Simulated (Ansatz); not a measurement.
Input file for Ansatz (a program for electronic structure): R-SVWN5/def2-TZVPP on BrGeHO (SMILES [OH][Ge][Br]), a point of a torsion scan.

Ansatz 0.2 input:
```yaml
crystal:
  periodic: [false, false, false]
  atoms:
    - {symbol: O, position_ang: [-0.96514040, 0.16275122, 0.25434770]}
    - {symbol: Ge, position_ang: [0.41673193, 1.05384677, -0.37801314]}
    - {symbol: Br, position_ang: [1.17666180, 1.89758294, 1.69519716]}
    - {symbol: H, position_ang: [-1.44902470, -0.61967092, 0.01416483]}
basis:
  gaussian:
    orbitals: def2-TZVPP
hamiltonian:
  xc: {name: SVWN5}
scf: {lower_state_search: off}
```

Output:

```
WARN ansatz: RAYON_NUM_THREADS=1 ignored (pool sized by the plan → 1); use --threads N
Functional definition: SVWN5
these checks for a lower state are left out or cut short: stability, starts, cluster_reference, orbital_swaps, neighbouring_geometries, increment
integrals: 0.06 GiB planned
944 factors; their error is unknown
mean field: 0.41 GiB planned
mean field evaluation 1: about -128426.3743 eV, gradient 7.2e1 eV
mean field evaluation 2: about -128305.5811 eV, gradient 2.0e2 eV
mean field evaluation 4: about -128432.5680 eV, gradient 2.6e1 eV
mean field evaluation 8: about -128434.1841 eV, gradient 1.6e-1 eV
mean field evaluation 16: about -128434.1512 eV, gradient 6.1e-5 eV
mean field -128434.15119204 eV, -4719.8680005130 hartree, gradient 2.5e-6 eV, S^2 0.000000; 0 other end points of the search recorded, 0 dependent functions left out
reference -128434.15122042 eV, -4719.8680015562 hartree; 38, 38 occupied and 103, 103 virtual orbitals, 944 factors
Total energy: -128434.15122042 eV, -4719.8680015562 hartree
Checks for a lower state left out: stability, starts, cluster_reference, orbital_swaps, neighbouring_geometries, increment
```

The run converged.

Cost: about 0.7 core-seconds (a rough figure).
